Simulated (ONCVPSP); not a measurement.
# What the settings do to the ONCV potential of cerium

Base potential:

| Item | Value |
| --- | --- |
| Element | Ce |
| Generator | ONCVPSP 4.0.1 |
| Type | optimised norm-conserving Vanderbilt (ONCV) |
| Functional | PBE |
| Relativity | scalar-relativistic |
| Frozen core | [Kr] 4d10 |
| Valence charge | 12 |
| Reference configuration | 4f1 5s2 5p6 5d1 6s1 (charge +1) |
| Partial waves | 5s+6s: rc 2.60 bohr, ncon 4, nbas 7, qcut 4 1/bohr, 3 projectors, debl 1.4 Ha; 5p: rc 1.70 bohr, ncon 4, nbas 7, qcut 4.4 1/bohr, 2 projectors, debl 3.6 Ha; 5d: rc 3.35 bohr, ncon 5, nbas 9, qcut 5 1/bohr, 1 projector; 4f: rc 1.15 bohr, ncon 4, nbas 8, qcut 17.1 1/bohr, 3 projectors, debl 0.4 Ha |
| Local potential | polynomial inside 1.00 bohr (lpopt 5, dvloc0 2 Ha) |
| Core correction | Teter function, fcfact 5.5, rcfact 1.5 |

In the f channel the program set the typed energies aside and used -0.415, 0.250, 0.650 Ha.

All-electron outer shells of the reference configuration (PBE, scalar-relativistic, ld1.x):

| shell | level (eV) | outermost node (bohr) | outermost maximum (bohr) |
| --- | --- | --- | --- |
| 4d | -116.41 | 0.31 | 0.66 |
| 5s | -46.49 | 0.75 | 1.37 |
| 5p | -29.11 | 0.81 | 1.55 |
| 4f | -11.28 | – | 0.71 |
| 5d | -8.56 | 0.92 | 2.12 |
| 6s | -8.49 | 1.81 | 3.54 |

Cutoffs, loose and tight: the cutoffs (Ha) at which the residual kinetic energy of the hardest occupied pseudo-wave falls to 1 and 0.1 mHa per electron. They do not see the model core or the augmentation charge, which bear on the density cutoff. Test errors are all-electron minus pseudo excitation energies from the reference, over the configurations 4f1 5s2 5p6 5d1 6s2; 4f1 5s2 5p6 5d1 6s0; 4f1 5s2 5p6 5d0 6s0; 4f1 5s2 5p6 5d2 6s0. A dash means not determined; rows that change the core or the reference have their own tests.

A true bound ghost makes a file unfit for plane-wave use even where its test errors are small: the radial tests pick states by their node count and pass the ghost by.

```tsv
change	outcome	cutoff, loose	cutoff, tight	bound ghosts	GHOST(+) flags above zero	largest test error (meV)
base	generated, projector energies reset by the program	105 Ha	118 Ha	s	p	-16
f: rc 1.1	generated, projector energies reset by the program	109 Ha	122 Ha	s	p	-16
all radii but the core radius scaled by about 0.95 (s 2.46, p 1.62, d 3.18, f 1.10 bohr); local potential polynomial inside 0.94 bohr (lpopt 5, dvloc0 2 Ha)	generated, projector energies reset by the program	109 Ha	122 Ha	s	p	-17
p: debl 1.5	generated, projector energies reset by the program	105 Ha	118 Ha	s	p	-16
```
